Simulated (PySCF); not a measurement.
WO2Cl2, SMILES [W]([Cl])(=[O])([Cl])=[O], multiplicity 1. Atoms are numbered in the order given.

```xyz
5

W      0.0000     0.0000     0.2086
O      0.0000     1.3640     1.2293
O      0.0000    -1.3640     1.2293
Cl    -1.9152     0.0000    -1.0326
Cl     1.9152     0.0000    -1.0326
```

The structure is a stationary point at B3LYP-D3(BJ)/def2-SVP. The multiplicity is an assumed one; no other spin state was optimised. The isomer is the one that the SMILES or the coordinates give; other isomers of the formula were not compared. The def2 effective core potentials stand for the cores of W; spin–orbit coupling is left out.

All values below come from PySCF with PBE/def2-TZVP.

Symmetry labels are those of the subgroup C2v that the program uses (full group C2v).

Task: List the valence orbital energies around the gap with their symmetry. (Estimate from the structure and the level; the computed values follow.)

Result: 
```json
[
 {"orbital": "HOMO−7", "symmetry": "A2", "energy (eV)": "-10.77"},
 {"orbital": "HOMO−6", "symmetry": "A1", "energy (eV)": "-10.27"},
 {"orbital": "HOMO−5", "symmetry": "B1", "energy (eV)": "-9.45"},
 {"orbital": "HOMO−4", "symmetry": "A1", "energy (eV)": "-8.98"},
 {"orbital": "HOMO−3", "symmetry": "B2", "energy (eV)": "-8.96"},
 {"orbital": "HOMO−2", "symmetry": "B1", "energy (eV)": "-8.71"},
 {"orbital": "HOMO−1", "symmetry": "A2", "energy (eV)": "-8.65"},
 {"orbital": "HOMO", "symmetry": "B2", "energy (eV)": "-8.13"},
 {"orbital": "LUMO", "symmetry": "A1", "energy (eV)": "-4.10"},
 {"orbital": "LUMO+1", "symmetry": "A2", "energy (eV)": "-3.40"},
 {"orbital": "LUMO+2", "symmetry": "B1", "energy (eV)": "-2.96"},
 {"orbital": "LUMO+3", "symmetry": "A1", "energy (eV)": "-1.76"}
]
```
